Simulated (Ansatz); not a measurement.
Species: ZnBr (charge +1, singlet). SMILES: [Zn+][Br]
Geometry from a B3LYP-D3(BJ)/def2-TZVP (Ansatz, an electronic-structure program) optimisation:
```xyz
2

Zn     0.0000     0.0000    -1.1921
Br     0.0000     0.0000     1.0218
```
Charge +1, spin multiplicity 1.

Quantity: vertical ionisation energy (to the doublet state of charge +2; each state is the SCF solution reached for its spin), in eV. Valence correlation only, unless marked. Open shells are spin-unrestricted. No spin-orbit coupling. Frozen are the shells of the preceding noble gas and the d and f shells that filled before the atom's block. No relativistic terms. CBS marks a two-point X^-3 extrapolation of the correlation energy; Hartree-Fock from the larger set.

| level | program | vertical ionisation energy (eV) |
|---|---|---|
| SVWN5/def2-TZVPD | Ansatz | 17.24 |
| PBE/def2-TZVPD | Ansatz | 16.88 |
| r2SCAN/def2-TZVPD | Ansatz | 16.80 |
| B3LYP/def2-TZVPD | Ansatz | 16.86 |
| PBE0/def2-TZVPD | Ansatz | 16.69 |
| BHLYP/def2-TZVPD | Ansatz | 16.47 |
| CAM-B3LYP/def2-TZVPD | Ansatz | 16.76 |

Estimate the value at CCSD(T)/CBS(def2-TZVPPD,def2-QZVPPD) as computed with Ansatz.

16.73 eV, so CAM-B3LYP/def2-TZVPD differs from it by 0.03 eV.
